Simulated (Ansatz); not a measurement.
Correlation energies of C4H6BCl, SMILES `B/C=C(\Cl)C=C` by basis set

```xyz
12

B    -0.240   -2.299   -1.148
C    -0.083   -1.244   -0.054
C    -0.012    0.097   -0.207
Cl   -0.097    0.834   -1.764
C     0.140    1.004    0.918
C     0.218    2.331    0.857
H    -0.319   -1.994   -2.299
H    -0.286   -3.455   -0.842
H    -0.015   -1.557    0.987
H     0.190    0.503    1.880
H     0.172    2.861   -0.087
H     0.331    2.919    1.759
```

Charge 0, multiplicity 1. All single points use the PBE0-D4/def2-TZVP geometry. It is one conformer, not always the lowest. Frozen core, restricted reference, the Gaussian-basis code of Ansatz. CBS rows extrapolate triple and quadruple zeta; past MP2 they add the triple-zeta difference.

```
     basis     HF (Eh)  MP2 corr.
  def2-SVP  -638.81457   -0.74318
def2-TZVPP  -639.17148   -0.92836
def2-QZVPP  -639.19202   -0.99473
```

(1) Estimate the CCSD correlation energy and the (T) correction in each basis where they were run (hartree).

## Answers

(1) 
| basis | CCSD corr. | (T) |
| --- | --- | --- |
| def2-SVP | -0.80256 | -0.02998 |
| def2-TZVPP | -0.97968 | -0.04773 |
| CBS(def2) | -1.09520 | as TZ |
